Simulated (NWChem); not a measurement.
Molecule: C$_{2}$H$_{3}$BBrF; SMILES B(F)(C=C)Br

```xyz
8

B     -0.6504    -0.5706     0.0000
F     -1.9698    -0.5403     0.0000
Br     0.2515     1.1290     0.0000
C      0.1002    -1.9214     0.0000
C      1.4354    -2.0435     0.0000
H     -0.5121    -2.8322     0.0000
H      1.9313    -3.0197     0.0000
H      2.0841    -1.1608     0.0000
```
Atoms are numbered in this order, from 1.

Level: PBE0/def2-SVP (NWChem), optimised geometry, unscaled harmonic frequencies. This build's default masses of Se (78.918 u) and Br (79.917 u) are each other's, which moves their modes by up to 0.6 %.

Q: List the harmonic frequencies with IR intensities, and the thermochemistry.

A: 
```csv
frequency (cm⁻¹),IR intensity (km/mol)
106,0.0
170,0.1
322,2.1
385,0.0
435,4.0
536,24.0
676,34.2
961,88.5
1027,32.4
1041,9.0
1123,215.9
1266,59.5
1352,153.0
1436,145.4
1705,58.6
3153,6.6
3172,3.0
3257,1.8
```

The zero-point energy is 31.6 kcal/mol and the thermal correction to the enthalpy at 298.15 K (with zero-point energy) is 35.7 kcal/mol. The heat capacity Cv comes out as 18.1 cal/(mol K). The entropy at 298.15 K and 1 atm (symmetry number 1) is 78.3 cal/(mol K) and the dipole moment comes out as 2.06 D.

Rigid rotor and harmonic oscillator.
